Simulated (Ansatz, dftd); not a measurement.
Species: AlNH4, charge 0, singlet. AlNH4 (SMILES [NH2][AlH2]).
B3LYP-D3(BJ)/def2-TZVP minimum from Ansatz (a first-principles code):
```xyz
6

Al     0.0165    -0.2933    -0.5804
H     -1.2374    -0.1327    -1.5234
H      1.3078    -1.1186    -0.9528
N     -0.0284     0.5049     0.9991
H     -0.7977     1.0574     1.3449
H      0.7116     0.4728     1.6832
```

Wanted: atomisation energy (electronic, to ground-state atoms), in kcal/mol. Radicals and triplets start from unrestricted determinants; spin-orbit coupling is neglected. Cores are frozen in correlated methods. Rows without X2C or -DK are non-relativistic. CBS(X,Y): correlation extrapolated as X^-3, Hartree-Fock from the larger set (Q,5: extrapolated as (X+1)exp(-9√X)). A bracket is a step between two methods taken in the basis named. The functionals are non-relativistic, so their misses hold any scalar relativity. '+ core + X2C': CCSD(T) terms for core correlation (cc-pwCVTZ, 1s frozen past Ne) and scalar relativity (cc-pVTZ-DK). For partners of very few electrons the exact lower level stands in for a higher one.

Compared with CCSD(T)/CBS(cc-pV(Q+d)Z,cc-pV(5+d)Z) + [CCSDT(Q) - CCSD(T)]/cc-pV(T+d)Z + [CCSDTQ - CCSDT(Q)]/cc-pV(D+d)Z + core + X2C (Ansatz).

Problem. Rank these levels by how close they come to it, closest first: B3LYP-D3(BJ)/def2-TZVPD (Ansatz + dftd3); MP2/CBS(cc-pV(T+d)Z,cc-pV(Q+d)Z) (Ansatz); PBE/def2-TZVPD (Ansatz).

Solution. MP2/CBS(cc-pV(T+d)Z,cc-pV(Q+d)Z) (423.3 kcal/mol, difference 1.7), B3LYP-D3(BJ)/def2-TZVPD (423.6 kcal/mol, difference 2.0), PBE/def2-TZVPD (418.4 kcal/mol, difference -3.2)
